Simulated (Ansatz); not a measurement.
Species: PbI2, net charge 0, singlet state. SMILES: [I][Pb][I]
Geometry: optimised at B3LYP-D3(BJ)/def2-TZVP (Ansatz, a quantum-chemistry and plane-wave program).

Parts of the frozen-core correlation energy in def2-TZVPP (Ansatz, hartree). Frozen orbitals: 27; correlated occupied orbitals by spin: 9 and 9; virtual: 114 and 114. No spin-orbit coupling. Past Kr the def2 sets carry scalar-relativistic core potentials.

```
term                            value
-------------------------  ----------
reference (HF)             -785.28638
MP2 opposite-spin            -0.25519
MP2 same-spin                -0.08427
CCSD correlation             -0.37085
(T)                          -0.01741
T1 diagnostic                   0.016
largest doubles amplitude       0.043
```
